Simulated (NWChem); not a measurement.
System: C₆H₁₅B; SMILES CCB(CC)CC

Input file for NWChem:

```
start job
memory heap 200 mb stack 900 mb global 1100 mb
geometry units angstroms noautoz
  B      0.055480    -0.164691     0.110530
  C      1.328612     0.714288     0.420659
  C      1.521355     2.038412    -0.307136
  H      2.225981     0.073883     0.321952
  H      1.270821     0.882621     1.517666
  H      0.662667     2.712858    -0.161022
  H      1.627492     1.889253    -1.393651
  H      2.418850     2.577519     0.035000
  C     -1.194325     0.412307    -0.665669
  C     -2.102564     1.133940     0.344151
  H     -1.772922    -0.391510    -1.152406
  H     -0.899555     1.126152    -1.453280
  H     -1.586475     1.978039     0.829639
  H     -2.440625     0.456558     1.145186
  H     -3.005361     1.539976    -0.138938
  C      0.014662    -1.653874     0.644192
  C      0.418444    -2.606555    -0.491315
  H     -1.002292    -1.919623     0.983889
  H      0.694391    -1.805293     1.500349
  H      1.442508    -2.406391    -0.846795
  H     -0.251605    -2.512671    -1.361298
  H      0.388396    -3.659772    -0.170159
end
basis spherical
  * library def2-svp
end
dft
  xc kt2
  iterations 150
  semidirect filesize 400000000
  mulliken
end
task dft energy
```

Excerpt of the output:

```
             Northwest Computational Chemistry Package (NWChem) 7.3.0
             --------------------------------------------------------

 C1  symmetry detected

                             Geometry "geometry" -> ""
                             -------------------------

 Output coordinates in angstroms (scale by  1.889725989 to convert to a.u.)

  No.       Tag          Charge          X              Y              Z
 ---- ---------------- ---------- -------------- -------------- --------------
    1 B                    5.0000     0.05539119    -0.16338632     0.11361920
    2 C                    6.0000     1.32345849     0.71934423     0.43368365
    3 C                    6.0000     1.51995158     2.04221407    -0.29538812
    4 H                    1.0000     2.22322785     0.08084700     0.34497540
    5 H                    1.0000     1.25490187     0.89010940     1.52969432
    6 H                    1.0000     0.65833293     2.71495524    -0.15899017
    7 H                    1.0000     1.63670751     1.89076243    -1.38049585
    8 H                    1.0000     2.41289836     2.58425560     0.05393653
    9 C                    6.0000    -1.18837627     0.40881537    -0.67571715
   10 C                    6.0000    -2.10782061     1.13064930     0.32376601
   11 H                    1.0000    -1.76044902    -0.39751464    -1.16599651
   12 H                    1.0000    -0.88785677     1.12151224    -1.46219431
   13 H                    1.0000    -1.59833605     1.97710940     0.81211051
   14 H                    1.0000    -2.45184193     0.45434366     1.12317122
   15 H                    1.0000    -3.00696467     1.53340258    -0.16879099
   16 C                    6.0000     0.01304041    -1.65140761     0.65039317
   17 C                    6.0000     0.42978468    -2.60578326    -0.47899095
   18 H                    1.0000    -1.00645044    -1.91877920     0.98109374
   19 H                    1.0000     0.68499968    -1.79920194     1.51329039
   20 H                    1.0000     1.45668903    -2.40401637    -0.82525144
   21 H                    1.0000    -0.23222869    -2.51553297    -1.35548594
   22 H                    1.0000     0.39918473    -3.65831332    -0.15564250

 Effective nuclear repulsion energy (a.u.)     298.1619489130

                                 NWChem DFT Module
                                 -----------------

 Summary of "ao basis" -> "ao basis" (spherical)
 ------------------------------------------------------------------------------
       Tag                 Description            Shells   Functions and Types
 ---------------- ------------------------------  ------  ---------------------
 B                          def2-svp                 6       14   3s2p1d
 C                          def2-svp                 6       14   3s2p1d
 H                          def2-svp                 3        5   2s1p

            General Information
            -------------------
          SCF calculation type: DFT
          Wavefunction type:  closed shell.
          No. of atoms     :    22
          No. of electrons :    56
           Alpha electrons :    28
            Beta electrons :    28
          Charge           :     0
          Spin multiplicity:     1
          Use of symmetry is: off; symmetry adaption is: off
          Maximum number of iterations: 150
          AO basis - number of functions:   173
                     number of shells:    87
          Convergence on energy requested:  1.00D-06
          Convergence on density requested:  1.00D-05
          Convergence on gradient requested:  5.00D-04

              XC Information
              --------------
                          KT2 Method XC Functional
                        Slater Exchange Functional  1.072 local
                           KT1 gradient correction  1.000 non-local
            Perdew 1991 LDA Correlation Functional  0.577 local

             Grid Information
             ----------------
          Grid used for XC integration:  medium
          Radial quadrature: Mura-Knowles
          Angular quadrature: Lebedev.
          Tag              B.-S. Rad. Rad. Pts. Rad. Cut. Ang. Pts.
          ---              ---------- --------- --------- ---------
          B                   0.85       49          10.0       434
          C                   0.70       49          13.0       434
          H                   0.35       45          14.0       434
          Grid pruning is: on
          Number of quadrature shells:  1018
          Spatial weights used:  Erf1

      Superposition of Atomic Density Guess
      -------------------------------------

 Sum of atomic energies:        -257.74204296

      Non-variational initial energy
      ------------------------------

 Total energy =    -262.811406
 1-e energy   =    -933.280301
 2-e energy   =     372.306947
 HOMO         =      -0.331938
 LUMO         =      -0.013153

------------------------------------------------------------
EAF file 0: "./job.aoints.0" size=342884352 bytes
------------------------------------------------------------
               write      read    awrite     aread      wait
               -----      ----    ------     -----      ----
     calls:      654         0         0         0         0
   data(b): 3.43e+08  0.00e+00  0.00e+00  0.00e+00
   time(s): 0.00e+00  0.00e+00  0.00e+00  0.00e+00  0.00e+00
rate(mb/s): 0.00e+00  0.00e+00
------------------------------------------------------------

     ---------------------------------------------
      Total Density - Mulliken Population Analysis
     ---------------------------------------------

[...]
```

Level: KT2/def2-SVP. The geometry was optimised at PBE0/def2-SVP. Not confirmed as a minimum by frequencies.
